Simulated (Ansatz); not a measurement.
A structure relaxed at PBE-D4/def2-SVP in Ansatz, charge 0, singlet:

```
atom   x (Å)   y (Å)   z (Å)
 Ga1   0.000   0.000   0.000
  O2   1.778   0.150  -0.207
  H3   2.079   1.033   0.076
  O4  -0.830  -1.529  -0.445
  H5  -0.186  -2.180  -0.782
  O6  -0.948   1.379   0.652
  H7  -1.893   1.147   0.706
```

Question: Give its formula, name or SMILES and point group.

Answer: Ga(OH)3 (GaO₃H₃). Point group C3h (tolerance 0.1 Å).

Question: Summarise the bond lengths by kind (pairs closer than 1.2 times the sum of covalent radii, bridged metal pairs left out).

Answer: 3 × Ga–O 1.80 Å; 3 × H–O 0.98 Å.
